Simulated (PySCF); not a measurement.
SMILES c1ccc(c(-c2cscc2)c1F)F (C10H6F2S), GFN2-xTB optimised geometry.

```
19

F      1.49     1.09     0.00
C      0.81    -0.07     0.00
C      1.51    -1.26     0.00
C      0.81    -2.45     0.00
C     -0.57    -2.45     0.00
C     -1.24    -1.24     0.00
F     -2.59    -1.25     0.00
C     -0.58    -0.02     0.00
C     -1.32     1.26    -0.02
C     -1.70     1.93    -1.21
C     -2.36     3.08    -0.97
S     -2.54     3.39     0.72
C     -1.71     1.94     1.10
H      2.59    -1.23     0.00
H      1.35    -3.39     0.00
H     -1.14    -3.37     0.00
H     -1.48     1.55    -2.19
H     -2.76     3.78    -1.67
H     -1.55     1.66     2.12
```

Density from CAM-B3LYP/def2-SVP (PySCF 2.14.0) at that geometry.

Minimum of the electron density along straight lines between bonded atoms, close to the bond critical point (lines longer than 1.1 times the sum of covalent radii, or with two minima, are not listed):

| bond | length / Å | ρ at the minimum / e bohr⁻³ | ∇²ρ there / e bohr⁻⁵ | position (fraction from the first atom) |
|---|---|---|---|---|
| F1–C2 | 1.347 | 0.255 | 0.10 | 0.67 |
| C2–C3 | 1.383 | 0.319 | -0.85 | 0.52 |
| C3–C4 | 1.384 | 0.313 | -0.81 | 0.50 |
| C4–C5 | 1.384 | 0.313 | -0.81 | 0.50 |
| C5–C6 | 1.383 | 0.319 | -0.85 | 0.48 |
| C6–F7 | 1.347 | 0.255 | 0.10 | 0.33 |
| C2–C8 | 1.391 | 0.314 | -0.81 | 0.52 |
| C6–C8 | 1.391 | 0.314 | -0.81 | 0.52 |
| C8–C9 | 1.475 | 0.265 | -0.64 | 0.51 |
| C9–C10 | 1.420 | 0.294 | -0.72 | 0.50 |
| C10–C11 | 1.355 | 0.327 | -0.84 | 0.49 |
| C11–S12 | 1.718 | 0.218 | -0.49 | 0.47 |
| C9–C13 | 1.361 | 0.324 | -0.82 | 0.49 |
| S12–C13 | 1.716 | 0.219 | -0.50 | 0.53 |
| C3–H14 | 1.078 | 0.283 | -1.10 | 0.64 |
| C4–H15 | 1.078 | 0.286 | -1.12 | 0.64 |
| C5–H16 | 1.078 | 0.283 | -1.10 | 0.64 |
| C10–H17 | 1.075 | 0.285 | -1.11 | 0.64 |
| C11–H18 | 1.072 | 0.286 | -1.14 | 0.65 |
| C13–H19 | 1.072 | 0.286 | -1.14 | 0.65 |
